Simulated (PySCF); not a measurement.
Delta-SCF ions had no search for a lower state. Excitations are Tamm–Dancoff values on a coarser integration grid. The basis has no diffuse functions, so Rydberg states are missing or too high.

C$_{2}$H$_{2}$F$_{2}$, SMILES `FC(F)=C` (charge 0, multiplicity 1)

These are PBE-D3(BJ)/def2-TZVP // r2SCAN-D4/def2-TZVP (PySCF) values and carry that method's errors.

| Item | Value |
|---|---|
| HOMO | -6.47 eV |
| dipole moment | 1.05 D |
| HOMO–LUMO gap | 5.89 eV |
| LUMO | -0.58 eV |
| S1 excitation (TDA) | 7.70 eV |
| S1 oscillator strength | 0.031 |
| brightest of the four lowest singlets (TDA) | 8.46 eV |
| T1 excitation (TDA) | 4.84 eV |
| S1–T1 gap (TDA) | 2.86 eV |
| vertical ionisation energy (Delta-SCF) | 10.31 eV |
| adiabatic ionisation energy (no zero-point term) | 9.98 eV |
| hole reorganisation energy (four-point) | 0.735 eV |
| total energy | -276.9055 Ha |
| cost | around 110 core-seconds (rough) |

Bonded distances (Å): C1–C2 1.318, C1–H5 1.079, C1–H6 1.079, C2–F3 1.320, C2–F4 1.320. Bond angles (°): C2–C1–H5 119.6, C2–C1–H6 119.6, H5–C1–H6 120.8, C1–C2–F3 125.3, C1–C2–F4 125.3, F3–C2–F4 109.4.
Charge 0, spin multiplicity 1.
